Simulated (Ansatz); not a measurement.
Abridged output of a molecular run in Ansatz:

```
Functional definition: HF
1194 factors; integrals over basis functions are off by at most 1.1e-3 eV
mean field evaluation 1: about -73136.4128 eV, gradient 2.7e1 eV
mean field evaluation 2: about -73136.4193 eV, gradient 2.7e1 eV
mean field evaluation 4: about -73139.0673 eV, gradient 4.1e0 eV
mean field evaluation 8: about -73139.1388 eV, gradient 1.0e-3 eV
mean field -73139.13878964 eV, -2687.8137750305 hartree, gradient 3.0e-6 eV, S^2 0.000000; 0 other end points of the search recorded, 0 dependent functions left out
21 core orbitals not correlated: weight in the atoms' cores, before any rotation towards them, 1.000 or more for the frozen orbitals, at most 0.000 for the correlated occupied ones
reference -73139.13878964 eV, -2687.8137750305 hartree; 18, 18 occupied and 82, 82 virtual orbitals, 1194 factors
second order -18.92569965 eV of doubles, -0.00000000 eV of singles
cycle   1  -19.11972487 eV  change   -1.9e-1 eV  update   1.2e-1
cycle   2  -19.83652421 eV  change   -7.2e-1 eV  update   3.9e-2
cycle   3  -19.96796297 eV  change   -1.3e-1 eV  update   2.0e-2
cycle   4  -19.96103122 eV  change    6.9e-3 eV  update   5.8e-3
cycle   5  -19.96148485 eV  change   -4.5e-4 eV  update   2.7e-3
cycle   6  -19.96145821 eV  change    2.7e-5 eV  update   1.3e-3
cycle   7  -19.96129840 eV  change    1.6e-4 eV  update   6.5e-4
cycle   8  -19.96143300 eV  change   -1.3e-4 eV  update   3.3e-4
cycle   9  -19.96150109 eV  change   -6.8e-5 eV  update   1.1e-4
cycle  10  -19.96142952 eV  change    7.2e-5 eV  update   4.8e-5
cycle  11  -19.96146829 eV  change   -3.9e-5 eV  update   2.1e-5
cycle  12  -19.96146962 eV  change   -1.3e-6 eV  update   6.7e-6
perturbative correction -0.80347648 eV, -0.0295272161 hartree
Total energy: -73159.90373575 eV, -2688.5768727249 hartree
```

Its atoms:

```xyz
10

Si    0.021    0.938   -1.406
C    -0.010   -0.084    0.123
C     1.036   -0.365    0.927
S     0.730   -1.388    2.355
Ga   -1.233   -1.123    1.244
H    -0.420    0.141   -2.585
H    -0.908    2.096   -1.287
H     1.397    1.450   -1.660
H     2.060   -0.018    0.778
H    -2.672   -1.646    1.511
```

(1) Which basis set was used?
A. def2-SVP
B. cc-pV(Q+d)Z
C. def2-TZVPPD
D. def2-TZVPP

(2) Write the keys of the input that set method, charge and spin (a neutral closed shell needs none for the last two).

Answers

(1) A. It gives 121 functions.

(2) 
```yaml
correlation: {method: ccsd_t}
```
